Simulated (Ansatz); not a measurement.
`[GeH3][Te][GeH3]` + `[CH3][In]([F])[Cl]` → `[F][In]([Cl])[GeH3]` + `C[Te][GeH3]` at 600 K and 1 bar (redistribution).

Gas-phase electronic energies from Ansatz, PBE0-D4/def2-TZVP geometries. CCSD(T)/CBS adds triple-zeta CCSD(T) − MP2 to the extrapolated MP2 energy (def2 sets, frozen cores). def2 core potentials past Kr. For Ge, In, Te outer-core shells are correlated without core-valence functions, which leaves a few kJ/mol of doubt a bond. Scalar relativity is left out up to krypton.

```json
{"species": "`[GeH3][Te][GeH3]`", "CCSD(T)/CBS energy (Eh)": "-4423.58669", "H − E (kJ/mol)": "185.5", "S (J/(mol·K))": "474.6"}
{"species": "`[CH3][In]([F])[Cl]`", "CCSD(T)/CBS energy (Eh)": "-789.33016", "H − E (kJ/mol)": "152.3", "S (J/(mol·K))": "437.2"}
{"species": "`[F][In]([Cl])[GeH3]`", "CCSD(T)/CBS energy (Eh)": "-2827.39267", "H − E (kJ/mol)": "126.2", "S (J/(mol·K))": "479.7"}
{"species": "`C[Te][GeH3]`", "CCSD(T)/CBS energy (Eh)": "-2385.51123", "H − E (kJ/mol)": "212.4", "S (J/(mol·K))": "433.8"}
```

H − E and S are ideal-gas, rigid-rotor, harmonic terms from PBE0-D4/def2-TZVP, for one conformer and one mirror image of each species. 1 Eh = 2625.50 kJ/mol, R = 8.31446 J/(mol·K).

By hand: ΔE, ΔH, ΔS and ΔG.

ΔE = (-2827.39267) + (-2385.51123) − (-4423.58669) − (-789.33016) = 0.01295 Eh = 34.0 kJ/mol. Δ(H − E) = 126.2 + 212.4 − 185.5 − 152.3 = 0.8, so ΔH = 34.8 kJ/mol. ΔS = 479.7 + 433.8 − 474.6 − 437.2 = 1.7 J/(mol·K). ΔG = 34.8 − 600 × (1.7)/1000 = 33.8 kJ/mol.

By hand: the equilibrium constant, and the temperature at which ΔG would vanish if ΔH and ΔS stayed fixed.

log₁₀ K = −ΔG/(RT ln 10) = -2.9. ΔG = 0 at ΔH/ΔS = 20471 K, far beyond where these terms or the molecules hold.

The number of gas molecules stays the same, so ΔS is small and ΔH decides. A doubt of 5 kJ/mol in ΔE shifts log₁₀ K by 0.4 here. Other conformers and mirror images would add mixing entropy, several J/(mol·K) or more a flexible species. Modes under 60 cm⁻¹, often nearly free rotors, make the harmonic entropy too high. These are equilibria of isolated gas molecules and say nothing of rates. Largest T1 diagnostic: 0.014 (customary marks: 0.02 for closed shells, 0.045 for open ones).
